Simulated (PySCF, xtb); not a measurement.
C₅H₅BO, SMILES C#CB(C#C)OC. One conformer was computed; it need not be the lowest.

Harmonic wavenumbers (cm⁻¹) from GFN2-xTB run with xtb at its own minimum, in rising order: 88, 94, 127, 133, 192, 285, 288, 430, 464, 544, 626, 669, 682, 683, 709, 1034, 1107, 1134, 1156, 1319, 1416, 1471, 1474, 2211, 2218, 2952, 2960, 2974, 3358, 3362.

Q: What does B3LYP-D3(BJ)/def2-SVP in PySCF give at its own minimum? (The exact figures need the calculation; the answer reports its results.)

A: 75, 117, 132, 166, 216, 312, 327, 475, 511, 629, 666, 709, 711, 765, 766, 1049, 1131, 1183, 1193, 1390, 1472, 1473, 1498, 2170, 2180, 3028, 3119, 3125, 3459, 3461. Paired by order, the mean absolute difference is 51 cm⁻¹ and the zero-point energies are 51.7 and 53.6 kcal/mol.
